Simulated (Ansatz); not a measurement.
PBE exchange is replaced step by step with exact exchange (0 % is PBE, 25 % PBE0; no dispersion term), basis def2-TZVP, Ansatz. System: CoF3. Total charge 0; quintet. Geometry: PBE0-D4/def2-TZVP.

Geometry of the quintet:

```xyz
4

Co    0.000    0.000    0.000
F     0.084   -0.563   -1.622
F    -1.337   -0.431    0.991
F     1.252    0.993    0.632
```

HOMO and LUMO are taken over both spins.

| exact exchange (%) | HOMO (eV) | LUMO (eV) | gap (eV) | ⟨S²⟩ |
| --- | --- | --- | --- | --- |
| 5 | -8.76 | -6.63 | 2.13 | 6.009 |
| 10 | -9.40 | -6.36 | 3.04 | 6.010 |
| 15 | -10.04 | -6.07 | 3.97 | 6.011 |
| 25 | -11.19 | -5.45 | 5.74 | 6.012 |
| 35 | -12.24 | -4.78 | 7.45 | 6.014 |
| 50 | -13.56 | -3.71 | 9.85 | 6.015 |

Question: Estimate the row for 0 %.

Answer: 
```tsv
exact exchange (%)	HOMO (eV)	LUMO (eV)	gap (eV)	⟨S²⟩
0	-8.13	-6.90	1.23	6.008
```
